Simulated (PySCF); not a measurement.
# Worked example: chemical shift, span and skew from a shielding tensor

C4H5FSi, SMILES C#C/C=C\[SiH2]F. Atoms are numbered in the order given.

```xyz
11

C     -1.0204    -2.6712     0.0000
C      0.0134    -2.0398     0.0000
C      1.2074    -1.2347     0.0000
C      1.1512     0.1088     0.0000
Si    -0.4793     1.0238     0.0000
F     -0.1321     2.6192     0.0000
H     -1.9342    -3.2399     0.0000
H      2.1641    -1.7712     0.0000
H      2.0942     0.6688     0.0000
H     -1.2676     0.7286     1.2244
H     -1.2676     0.7286    -1.2244
```

Geometry optimised at ωB97X-D3(BJ)/def2-SVP. The structure was generated by enumeration; whether it is a known compound was not checked. The values are those of a single conformer.

GIAO shieldings from PBE0/pcSseg-1 in PySCF, non-relativistic, no solvent. The symmetric part of the tensor of C1 has the principal values 33.6, 43.5, 193.7 ppm. The same nucleus in TMS has σ = 186.3 ppm at this level (PySCF, at its B3LYP-D3(BJ)/def2-TZVP geometry).

Problem. Work out the isotropic shielding, the ¹³C shift against TMS, the span and the skew.

Solution. 
σ(iso) = (σ11 + σ22 + σ33)/3 = 90.3 ppm. δ = σ(ref) − σ(iso) = 186.3 − (90.3) = 96.0 ppm.
Span Ω = σ33 − σ11 = 160.1 ppm. Skew κ = 3(σ(iso) − σ22)/Ω = 0.88. Tumbling in solution averages the tensor to δ; in a static solid the shielding alone would spread this spin-1/2 line over Ω.
